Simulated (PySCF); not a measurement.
## `InChI=1S/C3H6BrFO/c4-3(5)1-2-6/h3,6H,1-2H2/t3-/m1/s1`

Cartesian coordinates in Å; atom numbers follow the order of the lines, from 1:
```xyz
12

O    -2.059   -0.029    0.773
C    -0.951    0.374    0.006
C     0.211   -0.559    0.354
C     1.435   -0.243   -0.476
F     1.862    1.025   -0.253
Br    2.912   -1.449   -0.015
H    -2.802    0.557    0.595
H    -0.671    1.413    0.232
H    -1.175    0.302   -1.070
H     0.443   -0.447    1.416
H    -0.096   -1.591    0.179
H     1.269   -0.348   -1.554
```

Level of theory: GIAO CAM-B3LYP/pcSseg-1 magnetisability, rotational g tensor and spin-rotation constants, non-relativistic, gas phase in PySCF. Geometry: GFN2-xTB, dihedral held. The dihedral C2–C3–C4–Br6 is held at 180°.

The calculation is non-relativistic, which matters for the atoms heavier than Zn.

(1) Give the nuclear spin-rotation constants along the inertial axes (H = +C I·J) beside the isotropic shieldings.

Results:

(1) Rotational constants 5.6256, 0.8996, 0.7992 GHz. A star marks the isotopologue with that one atom substituted, in its own axes.
| atom | isotope | Caa (kHz) | Cbb (kHz) | Ccc (kHz) | mean (kHz) | σ (ppm) |
| --- | --- | --- | --- | --- | --- | --- |
| F5 | 19F | 3.008 | 0.820 | 0.745 | 1.524 | 333.3 |
| Br6 | 79Br | 4.314 | 1.843 | 2.215 | 2.791 | 1904.1 |
| H7 | 1H | -0.042 | -0.109 | -0.099 | -0.083 | 31.1 |
| H8 | 1H | -0.515 | 0.008 | -0.052 | -0.186 | 27.5 |
| H9 | 1H | -0.514 | -0.097 | 0.036 | -0.192 | 27.8 |
| H10 | 1H | -0.605 | -0.102 | 0.036 | -0.224 | 28.9 |
| H11 | 1H | -0.616 | 0.015 | -0.075 | -0.226 | 29.5 |
| H12 | 1H | -0.526 | -0.089 | 0.059 | -0.185 | 25.3 |
| O1 | 17O* | -0.181 | -0.080 | -0.071 | -0.111 | 310.5 |
| C2 | 13C* | 1.175 | 0.189 | 0.181 | 0.515 | 119.1 |
| C3 | 13C* | 0.928 | 0.173 | 0.177 | 0.426 | 135.4 |
| C4 | 13C* | 1.645 | 0.219 | 0.255 | 0.706 | 73.0 |

For the geometry as given, no vibrational averaging.
